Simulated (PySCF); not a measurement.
AlH₃, SMILES [AlH3+] (connectivity only; charge and spin as stated), charge +1, multiplicity 2. Geometry optimised at PBE-D3(BJ)/def2-TZVPD.

Method: PBE-D3(BJ)/def2-TZVPD (PySCF 2.14.0).

Harmonic wavenumbers (cm⁻¹): 372, 483, 637, 1249, 1578, 2021. Rotational constants (GHz): 309.5, 77.89, 62.23; symmetry number 2.

### Question
Work out the zero-point energy and the ideal-gas rigid-rotor harmonic-oscillator thermochemistry at 298.15 K and 1 atm.

### Answer
ZPE = ½ Σ hcν = ½ × 6340 cm⁻¹ = 9.06 kcal/mol. H − E(el) = 11.89 kcal/mol. Entropy in cal/(mol K): translation 36.13, rotation 14.65, vibration 2.21, spin 1.38, total 54.36. G − E(el) = -4.31 kcal/mol. Cp = 11.96 cal/(mol K).
